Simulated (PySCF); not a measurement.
**`C=CCN(CC)N=C`: 4 charge schemes on one density**

Compound: C6H12N2.
Cartesian coordinates in Å at the GFN2-xTB level; atoms count from 1:
```xyz
20
C6H12N2 angstrom
C      2.9799   -0.7394   -0.1918
C      2.1573    0.2774   -0.3666
C      0.8436    0.1884   -1.0878
N     -0.2570    0.5192   -0.2096
C     -0.6010   -0.4162    0.8385
C     -1.6933   -1.3950    0.4052
N     -0.8939    1.6421   -0.4755
C     -1.9067    2.0699    0.1554
H      2.7625   -1.7174   -0.5908
H      3.9097   -0.6402    0.3421
H      2.3838    1.2520    0.0438
H      0.8197    0.9141   -1.9046
H      0.7064   -0.8181   -1.5005
H      0.3083   -0.9602    1.1065
H     -0.9294    0.1450    1.7195
H     -1.3592   -1.9812   -0.4477
H     -1.9358   -2.0725    1.2198
H     -2.5927   -0.8556    0.1184
H     -2.3035    3.0160   -0.1688
H     -2.4041    1.5824    0.9913
```

Density: PBE0/pcSseg-1 (PySCF); schemes: Mulliken, IAO, Hirshfeld and ESP-fitted. Geometry: GFN2-xTB, one conformer, isolated molecule.

Question: What partial charge does each atom carry?

Answer: In e; atoms taken as equivalent share a row and are averaged (×n: the atom named and its like, n in all):

```
       atom                   environment  Mulliken     IAO  Hirshfeld  ESP-fitted
         C1          terminal =CH2 carbon    -0.145  -0.323     -0.102      -0.464
         C2              alkene CH carbon    -0.245  -0.141     -0.040      -0.127
         C3  sp3 carbon bound to nitrogen    +0.090  -0.155     -0.025      -0.041
         N4  nitrogen bonded to 2 C and N    -0.487  -0.076     +0.002      +0.072
         C5  sp3 carbon bound to nitrogen    -0.046  -0.170     -0.022      +0.207
         C6                 methyl carbon    -0.262  -0.428     -0.124      -0.226
         N7                  C=N nitrogen    -0.179  -0.156     -0.097      -0.346
         C8                    C=N carbon    -0.097  -0.273     -0.088      -0.197
         H9              vinylic hydrogen    +0.109  +0.142     +0.043      +0.197
        H10              vinylic hydrogen    +0.120  +0.153     +0.047      +0.184
        H11              vinylic hydrogen    +0.106  +0.150     +0.046      +0.147
    H12/H13            methylene hydrogen    +0.122  +0.149     +0.044      +0.084
    H14/H15            methylene hydrogen    +0.127  +0.144     +0.040       0.000
H16/H17/H18               methyl hydrogen    +0.115  +0.143     +0.040      +0.058
        H19      hydrogen on a C=N carbon    +0.110  +0.155     +0.039      +0.131
        H20      hydrogen on a C=N carbon    +0.083  +0.105     +0.030      +0.122
```

Mean size of the charges over all atoms: IAO 0.172 e, Mulliken 0.146 e, ESP-fitted 0.140 e, Hirshfeld 0.050 e. Each set sums to the total charge, 0, to within 0.001 e. The ESP scheme is a least-squares fit of atom-centred charges to the potential on four shells outside the van der Waals surface, with the total charge fixed.

Some averages cover members that differ in this geometry: H12/H13, IAO +0.126 to +0.173; H12/H13, Mulliken +0.107 to +0.136 e.

Lowest charge. The schemes don't all agree: Mulliken N4 (-0.487); IAO C6 (-0.428); Hirshfeld C6 (-0.124); ESP-fitted C1 (-0.464).

Highest charge. The schemes don't all agree: Mulliken H14/H15 (+0.127); IAO H19 (+0.155); Hirshfeld H10 (+0.047); ESP-fitted C5 (+0.207).

Question: How closely do the schemes follow one another over all atoms?

Answer: Correlation coefficient and root-mean-square difference: IAO with Hirshfeld 0.96, 0.134 e; Hirshfeld with ESP-fitted 0.85, 0.134 e; IAO with ESP-fitted 0.74, 0.134 e; Mulliken with IAO 0.73, 0.134 e; Mulliken with Hirshfeld 0.69, 0.139 e; Mulliken with ESP-fitted 0.51, 0.175 e.

Question: Sum the charges by element.

Answer: 
| element | atoms | Mulliken | IAO | Hirshfeld | ESP-fitted |
| --- | --- | --- | --- | --- | --- |
| C | 6 | -0.705 | -1.489 | -0.400 | -0.848 |
| N | 2 | -0.667 | -0.232 | -0.095 | -0.274 |
| H | 12 | +1.371 | +1.721 | +0.494 | +1.122 |

The run behind these numbers computed NMR shieldings as well. The run took about 80 s of CPU time (one thread, shared machine).
